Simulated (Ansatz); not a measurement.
## BH2O2F (SMILES OB(O)F): name the method

The species is BH2O2F (6 atoms), meant as a singlet with charge 0. SMILES: `OB(O)F`. The shape is that of a PBE0-D4/def2-TZVP optimisation. This is one conformer, not always the lowest.

```csv
atom,x (Å),y (Å),z (Å)
O,-0.4775,0.9710,-0.2084
B,-0.0238,-0.3075,-0.1065
O,0.9894,-0.6352,0.7261
F,-0.5731,-1.2806,-0.8332
H,-1.1989,1.0661,-0.8343
H,1.3260,0.1222,1.2100
```

A calculation with Ansatz 0.2.0 gave:

```yaml
total_energy: -276.4978 Eh
HOMO_energy: -8.89 eV
LUMO_energy: 1.67 eV
HOMO–LUMO_gap: 10.56 eV
```

Which of these levels gave the numbers?
A. BLYP/def2-SVPD
B. B3LYP/6-31G* (spherical functions)
C. HF/def2-SVPD
D. wB97X/def2-SVPD

B. The others give -275.0012 Eh (HF/def2-SVPD), -276.2914 Eh (BLYP/def2-SVPD), -276.2658 Eh (wB97X/def2-SVPD).
